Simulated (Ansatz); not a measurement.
CH6B2, SMILES `BBC` (charge 0, multiplicity 1).

Level of theory: frozen-core CCSDTQ/6-31g // PBE0-D3(BJ)/def2-TZVP (Ansatz, an electronic-structure program).

Ansatz 0.2 input:
```yaml
crystal:
  periodic: [false, false, false]
  atoms:
    - { symbol: B, position_ang: [1.617163, -0.037352, -0.043793] }
    - { symbol: B, position_ang: [0.074015, 0.508954, -0.108952] }
    - { symbol: C, position_ang: [-1.247169, -0.302777, 0.095905] }
    - { symbol: H, position_ang: [2.255619, -0.035925, 0.973653] }
    - { symbol: H, position_ang: [2.198537, -0.428741, -1.019379] }
    - { symbol: H, position_ang: [-0.061192, 1.688768, -0.338686] }
    - { symbol: H, position_ang: [-1.900597, -0.161443, -0.773442] }
    - { symbol: H, position_ang: [-1.801432, 0.139855, 0.933564] }
    - { symbol: H, position_ang: [-1.134945, -1.371339, 0.281129] }
basis:
  gaussian: { orbitals: "6-31g" }
correlation:
  method: ccsdtq
```

Output:

```
Functional definition: HF
928 factors; integrals over basis functions are off by at most 2.4e-7 eV
mean field evaluation 1: about -2465.3009 eV, gradient 2.0e1 eV
mean field evaluation 2: about -2465.2958 eV, gradient 2.0e1 eV
mean field evaluation 4: about -2466.7000 eV, gradient 2.1e0 eV
mean field evaluation 8: about -2466.7169 eV, gradient 2.4e-4 eV
mean field evaluation 16: about -2466.7239 eV, gradient 4.4e-2 eV
mean field -2466.71691447 eV, -90.6501746061 hartree, gradient 6.8e-7 eV, S^2 0.000000; 1 other end points of the search recorded, 0 dependent functions left out
3 core orbitals not correlated
reference -2466.71691447 eV, -90.6501746061 hartree; 8, 8 occupied and 28, 28 virtual orbitals, 928 factors
second order -5.20542258 eV of doubles, -0.00000000 eV of singles
cycle   1  -5.95541448 eV  change   -7.5e-1 eV  update   7.2e-2
cycle   2  -6.38005447 eV  change   -4.2e-1 eV  update   2.9e-2
cycle   3  -6.43710747 eV  change   -5.7e-2 eV  update   1.3e-2
cycle   4  -6.43519319 eV  change    1.9e-3 eV  update   4.9e-3
cycle   5  -6.43861515 eV  change   -3.4e-3 eV  update   2.5e-3
cycle   6  -6.43887886 eV  change   -2.6e-4 eV  update   9.8e-4
cycle   7  -6.43803432 eV  change    8.4e-4 eV  update   4.5e-4
cycle   8  -6.43785970 eV  change    1.7e-4 eV  update   1.8e-4
cycle   9  -6.43798106 eV  change   -1.2e-4 eV  update   8.9e-5
cycle  10  -6.43799437 eV  change   -1.3e-5 eV  update   3.5e-5
cycle  11  -6.43798925 eV  change    5.1e-6 eV  update   1.7e-5
cycle  12  -6.43799353 eV  change   -4.3e-6 eV  update   8.8e-6
cycle  13  -6.43798933 eV  change    4.2e-6 eV  update   3.3e-6
cycle  14  -6.43798972 eV  change   -3.9e-7 eV  update   2.3e-6
cycle  15  -6.43799122 eV  change   -1.5e-6 eV  update   2.1e-6
cycle  16  -6.43799144 eV  change   -2.3e-7 eV  update   1.2e-6
Total energy: -2473.15490592 eV, -90.8867664278 hartree
```
